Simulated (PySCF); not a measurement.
C₅H₉O, SMILES C[CH]CC(C)=O, multiplicity 2.

Geometry optimised at B3LYP-D3(BJ)/def2-SVP. The isomer is the one that the SMILES or the coordinates give; other isomers of the formula were not compared. Other conformers were not sampled.

These are PBE/def2-TZVP (PySCF) values and carry that method's errors.

The molecule is in vacuum.

| Property | Value |
|---|---|
| total energy | -270.86830 hartree |
| α spin, highest occupied and lowest empty level | -4.36 and -1.45 eV |
| β spin, highest occupied and lowest empty level | -5.70 and -2.71 eV |
| dipole moment | 2.91 D |
| quadrupole, principal values (traceless, Buckingham form, about the centre of nuclear charge) | -8.05, 2.67, 5.38 D·Å |
| mean static polarisability | 68.9 bohr³ (10.20 Å³) |
| polarisability, principal values | 55.5, 66.8, 84.2 bohr³ |
| ⟨S²⟩ | 0.754 (pure state 0.75) |
